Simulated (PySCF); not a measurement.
PySCF input (BP86/def2-TZVPD):

```python
from pyscf import gto, scf, dft

mol = gto.M(
    atom='''
    K    -0.00000000   -0.00000000   -0.65261744
    O     0.00000000    0.00000000    1.54996642
    ''',
    basis='def2-tzvpd',
    charge=0,
    spin=1,
    symmetry='C2v',
    verbose=4,
)

mf = dft.UKS(mol, xc='bp86').density_fit(auxbasis='def2-universal-jkfit')
mf.grids.level = 3
mf.conv_tol = 1e-9
mf.max_cycle = 100
mf.max_memory = 1500
mf.kernel()
if not mf.converged:
    mf = mf.newton()
    mf.kernel(mf.make_rdm1())
mf.analyze()
```

End of the output:

```
Extra cycle  E= -675.158731892093  delta_E= 2.39e-12  |g|= 1.28e-06  |ddm|= 1.49e-06
converged SCF energy = -675.158731892093  <S^2> = 0.75375908  2S+1 = 2.0037556
**** SCF Summaries ****
Total Energy =                        -675.158731892092533
Nuclear Repulsion Energy =              36.518444323768001
One-electron Energy =                -1002.113364658501951
Two-electron Energy =                  290.436188442641367
Two-electron Coulomb Energy =          332.547043007369211
DFT Exchange-Correlation Energy =      -42.110854564727838
HOMO-LUMO gap [eV] =                     0.843285354283838
Wave-function symmetry = A1
alpha occupancy for each irrep:     A1   A2   B1   B2
                                     8    0    3    3
beta  occupancy for each irrep:     A1   A2   B1   B2
                                     7    0    3    3
**** MO energy ****
alpha MO #1 (A1 #1), energy= -128.879964125923 occ= 1
alpha MO #2 (A1 #2), energy= -18.6720576176593 occ= 1
alpha MO #3 (A1 #3), energy= -12.8827735813392 occ= 1
alpha MO #4 (B1 #1), energy= -10.2905150998774 occ= 1
alpha MO #5 (B2 #1), energy= -10.2905150998696 occ= 1
alpha MO #6 (A1 #4), energy= -10.2902650903073 occ= 1
alpha MO #7 (A1 #5), energy= -1.27740790038788 occ= 1
alpha MO #8 (A1 #6), energy= -0.734071473467047 occ= 1
alpha MO #9 (B1 #2), energy= -0.683674591415001 occ= 1
alpha MO #10 (B2 #2), energy= -0.683674591400374 occ= 1
alpha MO #11 (A1 #7), energy= -0.650698668399862 occ= 1
alpha MO #12 (A1 #8), energy= -0.210334960396253 occ= 1
alpha MO #13 (B1 #3), energy= -0.149017662385122 occ= 1
alpha MO #14 (B2 #3), energy= -0.149017662335424 occ= 1
alpha MO #15 (A1 #9), energy= -0.0506533239044558 occ= 0
alpha MO #16 (B1 #4), energy= 0.000970838848978417 occ= 0
alpha MO #17 (B2 #4), energy= 0.000970838839341681 occ= 0
alpha MO #18 (A1 #10), energy= 0.00821021262509117 occ= 0
alpha MO #19 (A1 #11), energy= 0.0327721433825407 occ= 0
alpha MO #20 (B1 #5), energy= 0.0607733640903518 occ= 0
alpha MO #21 (B2 #5), energy= 0.0607733640893677 occ= 0
alpha MO #22 (A1 #12), energy= 0.061539580117377 occ= 0
alpha MO #23 (A1 #13), energy= 0.0763228755420215 occ= 0
alpha MO #24 (A2 #1), energy= 0.0763275940136506 occ= 0
alpha MO #25 (B1 #6), energy= 0.105809574564419 occ= 0
alpha MO #26 (B2 #6), energy= 0.10580957454853 occ= 0
alpha MO #27 (A1 #14), energy= 0.10607270362744 occ= 0
alpha MO #28 (B1 #7), energy= 0.160313836985074 occ= 0
alpha MO #29 (B2 #7), energy= 0.160313836975083 occ= 0
alpha MO #30 (A1 #15), energy= 0.177959524880237 occ= 0
alpha MO #31 (A1 #16), energy= 0.234960589271698 occ= 0
alpha MO #32 (A2 #2), energy= 0.234966201942572 occ= 0
alpha MO #33 (B1 #8), energy= 0.249617190814134 occ= 0
alpha MO #34 (B2 #8), energy= 0.249617190812872 occ= 0
alpha MO #35 (A1 #17), energy= 0.25456492771548 occ= 0
alpha MO #36 (A1 #18), energy= 0.302356120992528 occ= 0
alpha MO #37 (A1 #19), energy= 0.427132767433986 occ= 0
alpha MO #38 (A2 #3), energy= 0.427133340871691 occ= 0
alpha MO #39 (A1 #20), energy= 0.465641217100905 occ= 0
alpha MO #40 (B1 #9), energy= 0.47951568413959 occ= 0
alpha MO #41 (B2 #9), energy= 0.479515684122534 occ= 0
alpha MO #42 (A1 #21), energy= 0.606742643247088 occ= 0
alpha MO #43 (B1 #10), energy= 0.631449710725512 occ= 0
alpha MO #44 (B2 #10), energy= 0.631449710725209 occ= 0
alpha MO #45 (A1 #22), energy= 0.710031132673215 occ= 0
alpha MO #46 (B1 #11), energy= 0.719910393450772 occ= 0
alpha MO #47 (B2 #11), energy= 0.719910393444041 occ= 0
alpha MO #48 (A1 #23), energy= 0.934879116690617 occ= 0
alpha MO #49 (A1 #24), energy= 1.07115208505958 occ= 0
alpha MO #50 (A2 #4), energy= 1.0711528363113 occ= 0
alpha MO #51 (B1 #12), energy= 1.12175424846035 occ= 0
alpha MO #52 (B2 #12), energy= 1.12175424846268 occ= 0
alpha MO #53 (A1 #25), energy= 1.1468450801009 occ= 0
alpha MO #54 (A1 #26), energy= 1.36405340388367 occ= 0
alpha MO #55 (B1 #13), energy= 1.75932384763067 occ= 0
alpha MO #56 (B2 #13), energy= 1.75932384764591 occ= 0
alpha MO #57 (A2 #5), energy= 1.76022411142272 occ= 0
alpha MO #58 (A1 #27), energy= 1.76024928330413 occ= 0
alpha MO #59 (A1 #28), energy= 1.84802100734931 occ= 0
alpha MO #60 (A1 #29), energy= 2.67557560159527 occ= 0
alpha MO #61 (B1 #14), energy= 2.6810317076744 occ= 0
alpha MO #62 (B2 #14), energy= 2.6810317077259 occ= 0
alpha MO #63 (A1 #30), energy= 3.16954114559555 occ= 0
alpha MO #64 (B1 #15), energy= 5.09901384754081 occ= 0
alpha MO #65 (B2 #15), energy= 5.0990138475797 occ= 0
alpha MO #66 (A1 #31), energy= 5.11083092851895 occ= 0
alpha MO #67 (A2 #6), energy= 5.11098831498954 occ= 0
alpha MO #68 (A1 #32), energy= 5.12987227396193 occ= 0
alpha MO #69 (B1 #16), energy= 5.15720186438141 occ= 0
alpha MO #70 (B2 #16), energy= 5.15720186438152 occ= 0
alpha MO #71 (B1 #17), energy= 6.32039244927819 occ= 0
alpha MO #72 (B2 #17), energy= 6.32039244934381 occ= 0
alpha MO #73 (A1 #33), energy= 6.34571921105967 occ= 0
alpha MO #74 (A1 #34), energy= 6.34941004082356 occ= 0
alpha MO #75 (A2 #7), energy= 6.3499783270804 occ= 0
alpha MO #76 (A1 #35), energy= 43.0784953149461 occ= 0
beta  MO #1 (A1 #1), energy= -128.879671731576 occ= 1
beta  MO #2 (A1 #2), energy= -18.6498036365845 occ= 1
beta  MO #3 (A1 #3), energy= -12.8824785331628 occ= 1
beta  MO #4 (B1 #1), energy= -10.2902766008514 occ= 1
beta  MO #5 (B2 #1), energy= -10.290276600844 occ= 1
beta  MO #6 (A1 #4), energy= -10.2896756090828 occ= 1
beta  MO #7 (A1 #5), energy= -1.2760505046762 occ= 1
beta  MO #8 (A1 #6), energy= -0.703151409465981 occ= 1
beta  MO #9 (B1 #2), energy= -0.682849933129347 occ= 1
beta  MO #10 (B2 #2), energy= -0.68284993311164 occ= 1
beta  MO #11 (A1 #7), energy= -0.618366327015394 occ= 1
beta  MO #12 (B1 #3), energy= -0.128379678856433 occ= 1
beta  MO #13 (B2 #3), energy= -0.128379678913694 occ= 1
beta  MO #14 (A1 #8), energy= -0.0973895134284746 occ= 0
beta  MO #15 (A1 #9), energy= -0.0471026069370382 occ= 0
beta  MO #16 (B1 #4), energy= 0.000105949151893547 occ= 0
beta  MO #17 (B2 #4), energy= 0.00010594916367701 occ= 0
beta  MO #18 (A1 #10), energy= 0.00825017248369799 occ= 0
beta  MO #19 (A1 #11), energy= 0.0325426173502825 occ= 0
beta  MO #20 (B1 #5), energy= 0.0608988342637566 occ= 0
beta  MO #21 (B2 #5), energy= 0.0608988342673449 occ= 0
beta  MO #22 (A1 #12), energy= 0.0620790785309531 occ= 0
beta  MO #23 (A2 #1), energy= 0.0759200524006411 occ= 0
beta  MO #24 (A1 #13), energy= 0.0759207560982571 occ= 0
beta  MO #25 (B1 #6), energy= 0.106945626822259 occ= 0
beta  MO #26 (B2 #6), energy= 0.10694562684765 occ= 0
[...]
```
